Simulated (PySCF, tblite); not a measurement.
Species: C7H12B2.
Atom-mapped SMILES: `[BH2:1][C:2]1=[CH:3][C@@H:4]2[CH2:5][CH2:6][C@H:7]1[C@@H:8]2[BH2:9]` (hydrogens: H10, H11 on B1; H12 on C3; H13 on C4; H14, H15 on C5; H16, H17 on C6; H18 on C7; H19 on C8; H20, H21 on B9)

Structure used (GFN2-xTB), in Å, numbered top down from 1:
```xyz
21
C7H12B2 angstrom
B      2.335    1.457   -0.049
C      1.084    0.616    0.196
C      0.894   -0.328    1.141
C     -0.436   -0.979    0.924
C     -0.261   -1.816   -0.367
C     -0.086   -0.741   -1.455
C     -0.175    0.577   -0.655
C     -1.240    0.228    0.402
B     -1.682    1.333    1.423
H      2.444    2.095   -1.024
H      3.196    1.454    0.744
H      1.605   -0.645    1.884
H     -0.846   -1.534    1.764
H     -1.148   -2.424   -0.543
H      0.600   -2.481   -0.297
H      0.870   -0.825   -1.972
H     -0.882   -0.793   -2.199
H     -0.354    1.457   -1.266
H     -2.164   -0.111   -0.089
H     -1.937    1.044    2.527
H     -1.829    2.436    1.065
```

Jobs on this species (21 atoms, 64 electrons) with PySCF (density fitting) and tblite. Hardware of each: an Arm Neoverse V1 with one thread, no GPU (shared host). Times come from a shared host and carry two figures at best.

| level and settings | work | basis functions | SCF cycles | wall time |
| --- | --- | --- | --- | --- |
| GFN2-xTB | L-BFGS relaxation | – | – | 0.84 s |
| PBE0/pcSseg-1 | shieldings, ring-centre shieldings, charges and field gradients, density and orbital grids written | 213 | ? | ? |
| GFN2-xTB | Hessian by finite differences | – | – | 0.82 s |

**Question.** Fill in the missing figures.

**Answer.** 
- PBE0/pcSseg-1; shieldings, ring-centre shieldings, charges and field gradients, density and orbital grids written: 57 s, 14 SCF cycles

**Question.** What do all jobs in the table cost together?

**Answer.** About 59 s; the longest takes about 97 % of that, and about 70 times as long as the shortest.
